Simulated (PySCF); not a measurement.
# How methods differ on the ionisation energy of Mg⁺

Mg⁺ [Ne] 3s1 (2S) → Mg²⁺ [Ne] (1S), as a difference of total energies. Computed with PySCF 2.14 in def2-TZVP, with no relativity, point nucleus. The calculations carry no spin-orbit coupling.

```
method  ionisation energy (eV)
   UHF                  14.712
  TPSS                  15.059
  BP86                  15.227
```

**Question.** Which method comes closest to the reference value, and which is furthest?

**Answer.** The reference is 15.035 eV (measured; NIST Atomic Spectra Database, ionization energies). Closest: TPSS (error 0.024 eV); furthest: UHF (error -0.323 eV).
